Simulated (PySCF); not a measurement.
Computed IR spectrum (relative IR intensity) of a molecule C₄H₉NO. Coordinates come from a PBE0-D3(BJ)/def2-SVP optimisation. One conformer was computed; it need not be the lowest. Level of theory: PBE0-D3(BJ)/def2-SVP in PySCF 2.14.0. No scaling factor is applied to the harmonic values.

| ν (cm⁻¹) | relative intensity |
|---|---|
| 208 | 3.0 |
| 291 | 17 |
| 379 | 4.1 |
| 469 | 3.0 |
| 635 | 3.3 |
| 825 | 16 |
| 855 | 55 |
| 901 | 61 |
| 971 | 13 |
| 1022 | 14 |
| 1086 | 13 |
| 1120 | 4.0 |
| 1217 | 2.4 |
| 1286 | 3.9 |
| 1297 | 100 |
| 1353 | 20 |
| 1377 | 4.0 |
| 1461 | 4.3 |
| 1482 | 10 |
| 1645 | 8.6 |
| 1753 | 74 |
| 3018 | 18 |
| 3046 | 18 |
| 3097 | 25 |
| 3177 | 7.6 |
| 3188 | 4.8 |
| 3197 | 4.8 |

Q: Which molecule gave these data?
A) CC(=O)N(C)C
B) CO/C=C/CN
C) CCO/C=N/C
D) C=C(CN)OC

A: B, CO/C=C/CN
